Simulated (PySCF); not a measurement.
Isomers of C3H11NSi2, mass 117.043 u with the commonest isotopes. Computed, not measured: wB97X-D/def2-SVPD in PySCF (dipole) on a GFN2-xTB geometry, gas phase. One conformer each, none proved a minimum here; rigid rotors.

Question: Order these by out-of-plane moment Σ m c² = (Ia + Ib − Ic)/2, largest first.
A. `[CH2:1]1[CH2:2][NH:3][SiH2:4][SiH2:5][CH2:6]1` with C6–C1–C2–N3 -77°, C1–C2–N3–Si4 65°, C2–N3–Si4–Si5 -39°, N3–Si4–Si5–C6 25°
B. `[CH2:1]=[CH:2][CH2:3][N:4]([SiH3:5])[SiH3:6]` with C1–C2–C3–N4 116°, C2–C3–N4–Si5 -79°
C. `[CH3:1]/[CH:2]=[N:3]/[Si@@H:4]([CH3:5])[SiH3:6]` with C2–N3–Si4–C5 128°
D. `[SiH3:1][N:2]([SiH3:3])[CH:4]1[CH2:5][CH2:6]1` with Si1–N2–C4–C5 -149°

Answer: B (27.38 u·Å²), C (27.06 u·Å²), D (19.47 u·Å²), A (15.87 u·Å²).

Question: Order these by radius of gyration √(Σ m r²/M), smallest first.
A. `[CH3:1]/[CH:2]=[N:3]/[Si@@H:4]([CH3:5])[SiH3:6]` with C2–N3–Si4–C5 128°
B. `[CH2:1]=[CH:2][CH2:3][N:4]([SiH3:5])[SiH3:6]` with C1–C2–C3–N4 116°, C2–C3–N4–Si5 -79°
C. `[CH2:1]1[CH2:2][NH:3][SiH2:4][SiH2:5][CH2:6]1` with C6–C1–C2–N3 -77°, C1–C2–N3–Si4 65°, C2–N3–Si4–Si5 -39°, N3–Si4–Si5–C6 25°
D. `[SiH3:1][N:2]([SiH3:3])[CH:4]1[CH2:5][CH2:6]1` with Si1–N2–C4–C5 -149°

Answer: C (1.799 Å), D (1.887 Å), B (1.976 Å), A (2.176 Å).

Question: Order these by rotational constant A, smallest first.
A. `[CH3:1]/[CH:2]=[N:3]/[Si@@H:4]([CH3:5])[SiH3:6]` with C2–N3–Si4–C5 128°
B. `[CH2:1]=[CH:2][CH2:3][N:4]([SiH3:5])[SiH3:6]` with C1–C2–C3–N4 116°, C2–C3–N4–Si5 -79°
C. `[CH2:1]1[CH2:2][NH:3][SiH2:4][SiH2:5][CH2:6]1` with C6–C1–C2–N3 -77°, C1–C2–N3–Si4 65°, C2–N3–Si4–Si5 -39°, N3–Si4–Si5–C6 25°

Answer: C (2601 MHz), B (2777 MHz), A (2989 MHz).

| SMILES | point group | Ia (u·Å²) | Ib (u·Å²) | Ic (u·Å²) | κ | μa (D) | μb (D) | μc (D) |
| --- | --- | --- | --- | --- | --- | --- | --- | --- |
| C1CN[SiH2][SiH2]C1 | C1 | 194.32 | 200.20 | 362.78 | 0.87 | 0.47 | 1.35 | 0.33 |
| [SiH3]N([SiH3])C1CC1 | C1 | 190.61 | 245.73 | 397.40 | 0.14 | 0.72 | 0.30 | 0.09 |
| C=CCN([SiH3])[SiH3] | C1 | 181.97 | 302.61 | 429.83 | -0.38 | 0.51 | 0.26 | 0.10 |
| C/C=N/[Si@@H](C)[SiH3] | C1 | 169.07 | 412.17 | 527.11 | -0.74 | 1.69 | 0.29 | 0.67 |
